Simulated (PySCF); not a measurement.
## Dipole response of W (tungsten, neutral)

[Xe] 4f14 5d4 6s2, high-spin 5D determinant. Calculation: PySCF 2.14, in aug-cc-pVTZ-PP with one added diffuse shell each of s, p, d, f, g type with ECP60MDF (7s7p6d4f3g, 113 functions); a scalar-relativistic core potential. Coupled (time-dependent) response in atomic units; α is the mean over directions.

| method | mean α (bohr³) | α xx, yy, zz | C₆ (like pair) | S(−4) |
| --- | --- | --- | --- | --- |
| r2SCANh | 77.05 | 79.90, 79.90, 71.34 | 985.3 | 2435 |

S(−4) is the Cauchy moment in α(ω) = α(0) + S(−4) ω² + …

Reference α: 68 ± 15 bohr³ (recommended; Schwerdtfeger and Nagle, table of static dipole polarizabilities (2023 update)). Published C₆: 757.0 (Gould and Bucko (2016)).

Spin-orbit coupling is absent.

α(iu) at r2SCANh:

```tsv
u (hartree)	α(iu) (bohr³)
0	77.05
0.0500	71.68
0.100	60.58
0.200	40.24
0.300	27.66
0.500	15.63
0.750	9.517
1.00	6.582
1.50	3.806
2.00	2.510
3.00	1.328
5.00	0.5483
```

The components differ because the open shell of this determinant is not spherical; for a pure term their mean is the scalar polarisability.

Energies and moments cover only the electrons outside the core potential. Spin-orbit coupling, absent here, splits the open shell strongly.
